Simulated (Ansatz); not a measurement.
The same path of a periodic cell of 17 atoms, TiSi16 (host Si, host structure diamond, interstitial Ti) was run twice with different band settings. Lost on the way: Si1–Ti17, Si5–Ti17, Si6–Ti17, Si13–Ti17. Made: Si2–Ti17, Si9–Ti17, Si10–Ti17, Si14–Ti17.

Level of theory: Ansatz, DFT PBE, scalar-relativistic, plane waves, PAW. Settings: PAW set soft_1, cutoff 420 eV, k mesh 2x2x2, gaussian smearing 0.02 eV, no spin polarisation.

Relaxed end points:

```xyz
17
Lattice="0.0000 5.4300 5.4300 5.4300 0.0000 5.4300 5.4300 5.4300 0.0000" Properties=species:S:1:pos:R:3
Si 0.037 0.002 0.020
Si 1.335 1.392 1.378
Si 2.710 2.699 0.000
Si 4.129 4.036 1.423
Si 2.691 -0.001 2.676
Si 4.109 1.384 4.033
Si 5.424 2.679 2.712
Si 6.718 4.029 4.011
Si -0.001 2.742 2.716
Si 1.348 4.067 4.067
Si 2.732 5.434 2.762
Si 4.090 6.825 4.055
Si 2.711 2.740 5.431
Si 4.077 4.066 6.796
Si 5.385 5.431 5.410
Si 6.745 6.812 6.831
Ti 8.140 5.412 5.430
```

```xyz
17
Lattice="0.0000 5.4300 5.4300 5.4300 0.0000 5.4300 5.4300 5.4300 0.0000" Properties=species:S:1:pos:R:3
Si -0.008 0.007 -0.002
Si 1.354 1.338 1.360
Si 2.756 2.694 -0.037
Si 4.115 4.071 1.383
Si 2.719 0.010 2.724
Si 4.070 1.330 4.078
Si 5.409 2.678 2.741
Si 6.765 4.073 4.033
Si -0.045 2.695 2.759
Si 1.375 4.074 4.117
Si 2.780 5.471 2.781
Si 4.071 6.825 4.076
Si 2.733 2.682 5.415
Si 4.029 4.075 6.771
Si 5.366 5.473 5.370
Si 6.786 6.805 6.792
Ti 6.787 4.093 6.790
```

Common settings: spring 5.0 eV/Å²; optimiser quadratic models (default); force threshold 0.05 eV/Å; end points relaxed.

| run | movable images | climbing image | start path | iteration limit |
| --- | --- | --- | --- | --- |
| 1 | 5 | yes | IDPP | 36 |
| 2 | 4 | from the first iteration | default | 50 |

Question: What does each run give, and how far can it be trusted?

Answer: Run 1: converged after 7 iterations, highest image 1.710 eV above the first end. By the program's own check the climbing image is of a kind that is not told: the force calls were inconclusive, a negative curvature could not be distinguished from the path's own, the only one lies far off the path, or fixed occupations may fill a level only in part (lowest curvatures found: -4.17 and -0.02 eV/Å²).
Run 2: converged after 7 iterations, highest image 1.709 eV above the first end. The order of the stationary point at the top wasn't checked.
Limits of this set-up: coarse k mesh.
